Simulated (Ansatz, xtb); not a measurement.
ClF2HNSi2+: where a starting geometry ends

The starting geometry of this gas-phase singlet has its atoms placed at random.

```yaml
atoms:
  - { symbol: Cl, position_ang: [1.7197, 0.0745, 0.1281] }
  - { symbol: F, position_ang: [-1.4356, -1.1374, 0.9811] }
  - { symbol: F, position_ang: [1.3625, -0.8984, 1.4900] }
  - { symbol: N, position_ang: [-0.5337, 0.3852, 0.1989] }
  - { symbol: Si, position_ang: [0.5362, -0.0113, -2.0430] }
  - { symbol: Si, position_ang: [-0.0916, -1.1144, 1.7571] }
  - { symbol: H, position_ang: [0.8502, -0.9089, -0.2254] }
```

Guess where an optimisation with r2SCAN-D4/def2-SVP ends from this start.

It ends as `F[Si](F)=[NH+][Si]Cl`. Contacts that open: Cl1–F3 (1.71 → 5.67 Å), Cl1–H7 (1.36 → 2.76 Å). Contacts that close: Cl1–Si5 (2.47 → 2.06 Å), N4–Si5 (2.52 → 1.90 Å), N4–Si6 (2.21 → 1.64 Å), N4–H7 (1.94 → 1.03 Å).

The energy falls by 17.96 eV over 23 steps:

```json
{"step": "1", "E − E(last) (eV)": "17.957"}
{"step": "3", "E − E(last) (eV)": "9.967"}
{"step": "6", "E − E(last) (eV)": "5.494"}
{"step": "8", "E − E(last) (eV)": "3.672"}
{"step": "11", "E − E(last) (eV)": "0.959"}
{"step": "13", "E − E(last) (eV)": "0.253"}
{"step": "16", "E − E(last) (eV)": "0.024"}
{"step": "18", "E − E(last) (eV)": "0.014"}
{"step": "21", "E − E(last) (eV)": "0.001"}
{"step": "23", "E − E(last) (eV)": "0.000"}
```

Final geometry (Å):

```xyz
7

Cl    2.0691    0.8041   -2.0144
F    -1.8806   -1.1887    1.0737
F     0.1232   -1.6354    2.7245
N     0.6419   -0.4173    0.2077
Si    0.1519    0.2789   -1.4879
Si   -0.3423   -1.0775    1.3383
H     1.6444   -0.3748    0.4449
```

From the same start GFN2-xTB reaches the same bonding as this run.

From so rough a start the end depends on the optimiser's path, so another program may land elsewhere. No frequencies were run, so the end isn't proven a minimum. Run with Ansatz 0.2.0, 110 s on 1 thread of Intel(R) Xeon(R) Platinum 8259CL CPU @ 2.50GHz (Skylake/Cascade Lake), on a shared host.
